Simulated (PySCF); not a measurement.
A side-by-side comparison of computed properties.

First species: C₄H₈O₂.
Atom-mapped SMILES: `[CH3:1][CH2:2][CH2:3][C:4](=[O:5])[OH:6]` (hydrogens: H7, H8, H9 on C1; H10, H11 on C2; H12, H13 on C3; H14 on O6)

Second species: C7H9OPS.
SMILES with atom numbers: `[CH2:1]=[C:2]([CH3:3])[P@@H:4](=[O:5])[c:6]1[cH:7][cH:8][cH:9][s:10]1` (hydrogens: H11, H12 on C1; H13, H14, H15 on C3; H16 on P4; H17 on C7; H18 on C8; H19 on C9)

Levels: PBE0/pcSseg-1 for dipole moment, HOMO energy, LUMO energy and HOMO–LUMO gap; GFN2-xTB for rotational constant A and rotational constant C. Geometries: GFN2-xTB. Each species is one conformer at its optimised geometry, gas phase, non-relativistic unless stated. Electronic properties by PySCF.

Dipoles, sizes and rotational constants follow the conformer. The torsions of the flexible species, by atom-mapped SMILES:
- `[CH3:1][CH2:2][CH2:3][C:4](=[O:5])[OH:6]`: C1–C2–C3–C4 180°, C2–C3–C4–O5 0°, H–O6–C4–C3 180°
- `[CH2:1]=[C:2]([CH3:3])[P@@H:4](=[O:5])[c:6]1[cH:7][cH:8][cH:9][s:10]1`: C1–C2–P4–O5 -16°, C2–P4–C6–C7 -120°

```csv
property,column X,column Y
dipole moment,3.76 D,1.56 D
HOMO energy,-7.29 eV,-8.06 eV
LUMO energy,-1.21 eV,0.40 eV
HOMO–LUMO gap,6.08 eV,8.46 eV
rotational constant A,1.717 GHz,9.117 GHz
rotational constant C,0.593 GHz,1.584 GHz
```

Question: Which column belongs to which species?

Answer: Column X is the second species and column Y the first. The first has 14 atoms and 48 electrons, the second 19 and 90.

Question: How does each property change from the first species to the second?

Answer: dipole moment +2.20 D; HOMO energy +0.77 eV; LUMO energy -1.61 eV; HOMO–LUMO gap -2.38 eV; rotational constant A -7.400 GHz; rotational constant C -0.991 GHz.

On the first: In atomic units the dipole is 0.61 e·bohr (1 au = 2.5417 D).

On the second: The dipole matches unit charges of opposite sign 0.78 Å apart (1 e·Å = 4.8032 D).
